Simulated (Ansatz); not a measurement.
C2H6FIn can be A, `C[CH](F)[InH2]`, or B, `[CH3][In]([CH3])[F]`.

Program: Ansatz. Geometries: PBE0-D4/def2-TZVP. ΔE: electronic, gas phase. CCSD(T)/CBS adds triple-zeta CCSD(T) − MP2 to the extrapolated MP2 energy (def2 sets, frozen cores). DFT in def2-TZVPP. Elements past krypton have def2 core potentials. For In outer-core shells are correlated without core-valence functions, which leaves a few kJ/mol of doubt a bond.

(1) Which isomer does CCSD(T)/CBS put lower? Give the gap. (An estimate is asked.)

(2) Give E(B) − E(A) in kJ/mol with ωB97M-V, PBE0-D4, LDA (SPW92), PBE-D4, HF/def2-TZVPP, CCSD/def2-TZVPP, CCSD(T)/def2-TZVPP. (Best estimate.)

(3) Does the order hold for the free energy at 298.15 K (harmonic terms from PBE0-D4)? (Estimate.)

Largest T1 diagnostic: 0.014.

Results:

(1) Ansatz gave: B, by 231.7 kJ/mol.

(2) Computed: ωB97M-V -213.4, PBE0-D4 -211.8, LDA (SPW92) -196.0, PBE-D4 -212.9, HF/def2-TZVPP -206.8, CCSD/def2-TZVPP -219.6, CCSD(T)/def2-TZVPP -221.6. None reverses the order clearly.

(3) Computed: Yes: G(B) − G(A) = -225.0 kJ/mol. Modes under 60 cm⁻¹, often nearly free rotors, make the harmonic entropy too high.

From BLYP to BHLYP (50 % exact exchange), in def2-TZVPP and without D4, E(B) − E(A) moves by +5.5 kJ/mol. Leaving LDA and LC-ωPBE aside and taking each functional with its dispersion term where it has one, the values, not all of them listed here, spread over 22.1 kJ/mol, from B2PLYP to B97M-V. LDA lies +18.9 kJ/mol from PBE without D4.
